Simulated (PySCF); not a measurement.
**AlGe at PBE**

Level: PBE. PySCF, spin-free X2C with a Gaussian nucleus, basis sets Al x2c-SVPall, Ge x2c-SVPall.

```json
{
  "state": "⁴Σ⁻ (quartet), unpaired electrons σ ↑, π ↑↑",
  "bond length": "2.481 Å",
  "harmonic wavenumber": "299 cm⁻¹",
  "force constant": "1.04 mdyn/Å",
  "rotational constant Be": "0.1386 cm⁻¹",
  "anharmonicity ωexe": "1.32 cm⁻¹",
  "vibration–rotation constant αe": "0.000845 cm⁻¹",
  "well depth De to Al + Ge": "2.65 eV",
  "dissociation energy D0": "2.63 eV",
  "bond order (Mayer)": "1.54",
  "dipole moment (positive dipole means Al(−)Ge(+))": "-0.86 D"
}
```

Spin–orbit coupling is left out. The state is the lowest determinant that a PBE0 search found; another state may lie lower at other levels.
